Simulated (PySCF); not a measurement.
C4H5Br, SMILES Br/C=C/C=C.

Geometry optimised at B3LYP-D3(BJ)/def2-SVP. The values are those of a single conformer.

Level of theory: CAM-B3LYP/def2-TZVP (PySCF).

Symmetry labels are those of the subgroup Cs that the program uses (full group Cs).

Computed valence orbital energies around the gap with their symmetry:
| orbital | symmetry | energy (eV) |
|---|---|---|
| HOMO−7 | A' | -14.51 |
| HOMO−6 | A' | -13.13 |
| HOMO−5 | A' | -12.51 |
| HOMO−4 | A" | -11.70 |
| HOMO−3 | A' | -11.57 |
| HOMO−2 | A" | -10.14 |
| HOMO−1 | A' | -9.68 |
| HOMO | A" | -7.94 |
| LUMO | A" | -0.15 |
| LUMO+1 | A' | 1.38 |
| LUMO+2 | A" | 2.33 |
| LUMO+3 | A' | 2.41 |
